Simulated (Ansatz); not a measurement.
`C[NH][Ti]([OH])([Cl])[O]C`. Charge 0, multiplicity 1.

Z-matrix (Å, degrees):
```
C
Ti 1 2.986
N 1 1.442 2 29.0
H 1 1.096 2 121.5 3 -78.0
H 1 1.092 2 80.9 3 177.3
H 1 1.096 2 124.6 3 72.2
Cl 2 2.243 1 102.3 3 109.6
O 2 1.789 1 128.1 3 -20.1
O 2 1.759 1 91.1 3 -144.7
H 3 1.013 1 113.1 2 -178.3
H 8 0.956 2 138.5 1 -131.3
C 9 1.390 2 161.3 1 -93.0
H 12 1.095 9 110.2 2 -11.7
H 12 1.095 9 110.2 2 108.4
H 12 1.094 9 110.1 2 -131.8
```

Task: List the harmonic frequencies (cm⁻¹, unscaled) at PBE0-D4/def2-TZVP in Ansatz. (Estimate.)

Result: Computed: 21, 44, 58, 69, 109, 120, 152, 178, 187, 213, 262, 277, 415, 422, 482, 602, 674, 783, 1047, 1116, 1141, 1169, 1175, 1228, 1363, 1450, 1473, 1480, 1485, 1488, 1500, 3011, 3019, 3064, 3092, 3096, 3112, 3563, 3949.

Task: Is this a minimum?

Result: Yes, all 39 modes are real.

Task: Give the ideal-gas thermochemistry at 298.15 K and 1 bar (rigid rotor, harmonic oscillator; point group C1, symmetry number 1).

Result: Zero-point energy 287.6 kJ/mol; H(298) − E = 322.3 kJ/mol; entropy 476.0 J/(mol·K), of which translation 172.3, rotation 123.4, vibration 180.4; G(298) − E = 180.3 kJ/mol. Modes under 100 cm⁻¹ are hindered rotations or soft bends, so the harmonic entropy is rough.

Task: And at 400, 500, 600, 800 and 1000 K?

Result: 
```json
{"T (K)": "400", "H − E (kJ/mol)": "340.3", "S (J/mol/K)": "527.9", "G − E (kJ/mol)": "129.1"}
{"T (K)": "500", "H − E (kJ/mol)": "360.2", "S (J/mol/K)": "572.3", "G − E (kJ/mol)": "74.1"}
{"T (K)": "600", "H − E (kJ/mol)": "382.1", "S (J/mol/K)": "612.0", "G − E (kJ/mol)": "14.8"}
{"T (K)": "800", "H − E (kJ/mol)": "430.3", "S (J/mol/K)": "681.2", "G − E (kJ/mol)": "-114.7"}
{"T (K)": "1000", "H − E (kJ/mol)": "483.3", "S (J/mol/K)": "740.3", "G − E (kJ/mol)": "-257.0"}
```
